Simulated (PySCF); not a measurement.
Computed shifts of a molecule C3H5FOSi, PBE/pcSseg-1 (PySCF), GIAO, gas phase, atoms alike by connectivity averaged where their shifts nearly agree, in ppm (number of nuclei): ¹⁹F: -266.1 (1). ²⁹Si: -13.7 (1). ¹³C: 176.9 (1), 111.3 (1), 88.9 (1). ¹H: 7.51 (1), 5.91 (2), 5.74 (2). References: ¹⁹F against CFCl3 (σ = 133.6 ppm); ²⁹Si against TMS (σ = 335.4 ppm); ¹³C against TMS (σ = 182.0 ppm); ¹⁷O against H2O (σ = 334.3 ppm); ¹H against TMS (σ = 31.49 ppm), references at their B3LYP-D3(BJ)/def2-TZVP geometries, non-relativistic. The structure is a stationary point at B3LYP-D3(BJ)/def2-SVP. The values are those of a single conformer.

Identify the compound among the candidates.
A. CC#C[Si@@H](O)F
B. F[SiH2]C1=COC1
C. FC1=CO[SiH2]C1
D. FC1=C([SiH3])CO1

B, F[SiH2]C1=COC1
